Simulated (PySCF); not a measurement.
# Correlation energy of F⁺ (fluorine, charge +1)

[He] 2s2 2p4, high-spin 3P determinant. Computed with PySCF 2.14 in aug-cc-pwCVDZ (5s4p2d, 27 functions), with no relativity, point nucleus. Frozen: nothing; 8 electrons correlated.

MP2 pair energies summed by pair of shells (mhartree):

```
 pair  energy  share (%)
2p-2p  -51.63       36.5
2s-2p  -51.24       36.3
1s-1s  -20.30       14.4
2s-2s   -8.60        6.1
1s-2p   -6.56        4.6
1s-2s   -3.03        2.1
```

Total MP2 correlation energy: -141.34 mhartree.

Same-spin part -32.56 and opposite-spin part -108.78 mhartree; SCS-MP2 scales them by 1/3 and 6/5 to -141.39 mhartree.
